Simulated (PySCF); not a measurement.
C4H8OSi.
SMILES with atom numbers: `[CH3:1][O:2][C@H:3]1[CH:4]=[C:5]1[SiH3:6]` (hydrogens: H7, H8, H9 on C1; H10 on C3; H11 on C4; H12, H13, H14 on Si6)

Theory: PBE0-D3(BJ)/def2-SVP geometry optimisation, gas phase (PySCF 2.14.0).

Task: List the bond lengths, angles and torsions at this level.

Result: 
```json
{"bond": "C1–O2", "length (Å)": "1.396", "order": "single"}
{"bond": "O2–C3", "length (Å)": "1.387", "order": "single"}
{"bond": "C3–C4", "length (Å)": "1.460", "order": "single"}
{"bond": "C4=C5", "length (Å)": "1.313", "order": "double"}
{"bond": "C5–Si6", "length (Å)": "1.848", "order": "single"}
{"bond": "C3–C5", "length (Å)": "1.512", "order": "single"}
{"bond": "C1–H7, C1–H8", "length (Å)": "1.108", "order": "single"}
{"bond": "C1–H9", "length (Å)": "1.099", "order": "single"}
{"bond": "C3–H10", "length (Å)": "1.105", "order": "single"}
{"bond": "C4–H11", "length (Å)": "1.089", "order": "single"}
{"bond": "Si6–H12, Si6–H13, Si6–H14", "length (Å)": "1.493", "order": "single"}
```

Bonds in one row agree within 0.01 Å and their mean is given. Orders are formal, as drawn. A selection of angles:
```json
{"angle": "O2–C1–H7", "degrees": "112.1"}
{"angle": "O2–C1–H9", "degrees": "108.0"}
{"angle": "H7–C1–H8", "degrees": "107.8"}
{"angle": "C1–O2–C3", "degrees": "113.1"}
{"angle": "O2–C3–C4", "degrees": "118.5"}
{"angle": "O2–C3–C5", "degrees": "120.0"}
{"angle": "O2–C3–H10", "degrees": "112.4"}
{"angle": "C4–C3–C5", "degrees": "52.4"}
{"angle": "C4–C3–H10", "degrees": "121.6"}
{"angle": "C5–C3–H10", "degrees": "119.6"}
{"angle": "C3–C4–C5", "degrees": "65.8"}
{"angle": "C3–C4–H11", "degrees": "146.2"}
{"angle": "C5–C4–H11", "degrees": "147.9"}
{"angle": "C4–C5–Si6", "degrees": "151.8"}
{"angle": "C3–C5–C4", "degrees": "61.8"}
{"angle": "C3–C5–Si6", "degrees": "146.3"}
{"angle": "C5–Si6–H12", "degrees": "109.2"}
{"angle": "C5–Si6–H14", "degrees": "111.0"}
{"angle": "H12–Si6–H13", "degrees": "108.6"}
```

Torsions: C1–O2–C3–C4 -148° (anticlinal); O2–C3–C4–C5 107° (anticlinal); C3–C4–C5–Si6 -176° (antiperiplanar); O2–C3–C5–C4 -105° (anticlinal).

The C–C distances run from 1.313 Å (C4=C5, drawn double) to 1.512 Å (C3–C5, drawn single), a spread of 0.199 Å. O2 (ether oxygen) is bent (angle 113.1°). Of the pairs four or more bonds apart, H7···H10 is among the closest relative to their van der Waals radii: 2.46 Å, 103 % of the sum of Bondi's values. The 3-membered ring C3–C4–C5 has internal angles of 52.4° to 65.8°. Si6 (SiH3 silicon) is tetrahedral (angles from 108.6° to 111.0°).

Point group: C1 (no symmetry element, even within 0.4 Å). No frequency check. The numbers are those of one conformer.
